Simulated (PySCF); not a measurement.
**Question.** Give a PBE0-D3(BJ)/def2-SVP geometry of `C#CC=C=CCC=C`.

**Answer.** 
```xyz
16
C8H8 angstrom
C      3.994    1.905    1.946
C      3.266    1.439    1.094
C      2.437    0.904    0.067
C      1.330    0.220    0.289
C      0.228   -0.446    0.509
C     -1.149    0.162    0.617
C     -2.053   -0.313   -0.482
C     -3.155   -1.042   -0.303
H      4.632    2.316    2.707
H      2.752    1.078   -0.972
H      0.292   -1.539    0.604
H     -1.585   -0.104    1.594
H     -1.059    1.260    0.586
H     -1.749   -0.038   -1.500
H     -3.487   -1.339    0.697
H     -3.771   -1.364   -1.147
```

Any rigid rotation of these coordinates is as good. Atoms count from 1 in this order. The C–C distances run from 1.213 Å (C1≡C2, drawn triple) to 1.510 Å (C5–C6, drawn single), a spread of 0.297 Å. Of the pairs four or more bonds apart, H12···H15 is among the closest relative to their van der Waals radii: 2.44 Å, 102 % of the sum of Bondi's values.

Bonds between heavy atoms (Å): C1≡C2 1.213, C2–C3 1.425, C3=C4 1.320, C4=C5 1.306, C5–C6 1.510, C6–C7 1.500, C7=C8 1.333.

The calculation used PySCF, PBE0-D3(BJ)/def2-SVP geometry optimisation, gas phase.

Point group: C1 (no symmetry element, even within 0.4 Å). No frequency check. One conformer, not necessarily the lowest (C4–C5–C6–C7 116°, C5–C6–C7–C8 116°).

The run took about 1.8 min of CPU time (one thread, shared machine). These figures are those of the optimisation.
